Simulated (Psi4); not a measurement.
Pair of molecules, SMILES S with SMILES [GeH4] (the first has 3 atoms); geometry from B3LYP-D3(BJ)/def2-TZVP, rigid monomers moved along the line of their centres of mass till S1···Ge4 is 4.44 Å.
(charge 0, multiplicity 1):
```xyz
8

S      0.15623    -0.37545    -0.31385
H      0.27778    -1.63364     0.13844
H     -1.17204    -0.37164    -0.11926
Ge    -0.02945     0.27895     4.07163
H     -0.15725     0.42942     5.59800
H     -1.03641    -0.77782     3.59214
H      1.39501    -0.17228     3.72395
H     -0.33444     1.62430     3.40090
```

Computed with SAPT0/aug-cc-pVDZ (Psi4 1.11).

Problem. Give the four SAPT terms and the total, and say what mostly holds the pair together.

Solution. electrostatics -1.9, exchange 2.0, induction -0.3, dispersion -3.4, total -3.6 kJ/mol; the largest attraction is dispersion.
